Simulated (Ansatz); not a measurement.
CH₄BF₂Ga, SMILES `FB[CH2][GaH][F]`. Total charge 0; spin multiplicity 1. Correlated methods include outer-core shells of Ga, which these sets cover unevenly. Scalar relativity is left out up to krypton.

```xyz
9

F    -0.198   -0.563   -2.281
B     0.202    0.351   -1.402
C     0.738   -0.083   -0.030
Ga   -0.724   -0.093    1.289
F    -1.179   -1.715    1.797
H     0.073    1.499   -1.731
H     1.446    0.649    0.373
H     1.149   -1.095   -0.007
H    -1.507    1.051    1.992
```

Q: Give the diagnostics of a CCSD(T)/def2-TZVPP run (frozen core, the Gaussian-basis code of Ansatz). (An estimate is asked.)

A: Computed: T1 = 0.0138, largest single amplitude 0.029, largest double 0.017, (T) share of the correlation energy 3.3 %, 9 CCSD cycles. The RHF solution is stable towards an unrestricted one. T1 lies under the customary mark of 0.02 for closed shells.
